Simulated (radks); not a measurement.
Values are calculated unless marked as measured or tabulated.
Species: Eu I. Configuration: [Kr] 4d10 4f7 5s1 5p6 6s2 5f1 (not the ground configuration).

Level of theory: scalar-relativistic Kohn-Sham, PBEsol, spin-polarised, spherical densities, finite nucleus; open shells are filled with parallel spins first (spin-orbit coupling, left out, can overturn this in heavy ions); Fermi nuclear charge, rms radius 5.1115 fm (a radial shooting solver on a logarithmic mesh with Libxc functionals).

Energy parts (Ry):
part                       energy
total                 -21676.2368
kinetic                23217.2337
electron-nucleus      -52798.3617
Hartree                 8381.4130
exchange-correlation    -476.5217

Orbitals (lengths in bohr, moments of r in powers of bohr):
orbital,occ.,eigenvalue (Ry),<r^2>,<1/r>
1s up,1,-3553.826,0.0006797,70.19
1s down,1,-3553.818,0.0006797,70.19
2s up,1,-584.2075,0.01069,16.27
2s down,1,-584.1986,0.01069,16.27
2p up,3,-520.7103,0.008594,15.23
2p down,3,-520.7025,0.008593,15.23
3s up,1,-129.1362,0.07128,5.958
3s down,1,-128.9542,0.07115,5.964
3p up,3,-109.3699,0.07141,5.610
3p down,3,-109.1888,0.07125,5.616
3d up,5,-82.89599,0.06012,5.325
3d down,5,-82.75514,0.05994,5.330
4s up,1,-26.35415,0.3624,2.506
4s down,1,-25.92454,0.3621,2.506
4p up,3,-19.85509,0.4097,2.303
4p down,3,-19.42505,0.4093,2.304
4d up,5,-10.79898,0.4980,2.023
4d down,5,-10.36547,0.4980,2.023
5s up,1,-4.11305,2.059,0.9791
5s down,0,-3.79956,2.147,0.9566
5p up,3,-2.50959,2.786,0.8337
5p down,3,-2.26554,2.976,0.8040
4f up,7,-1.07763,1.084,1.449
4f down,0,-0.67523,1.294,1.402
6s up,1,-0.62107,14.11,0.3557
6s down,1,-0.58934,14.98,0.3450
5f up,1,-0.03362,287.7,0.06867

The highest occupied level is 5f up at -0.457 eV. The configuration is held as typed, so some empty levels lie below it. The electron density at the nucleus is 6.047e+05 e/bohr^3 (large components only). The spin density at the nucleus is 271.9 e/bohr^3 (1s 0.9, 2s -0.6, 3s -14.2, 4s 1.0, 5s 282.3, 6s 2.5). The density falls to 0.001 e/bohr^3 at r = 4.90 bohr. Spin moment in Bohr magnetons: 9. Summed over all electrons, <r^2> = 353.2 bohr^2, which gives a Langevin (diamagnetic) susceptibility term of -280 x 10^-6 cm^3/mol.
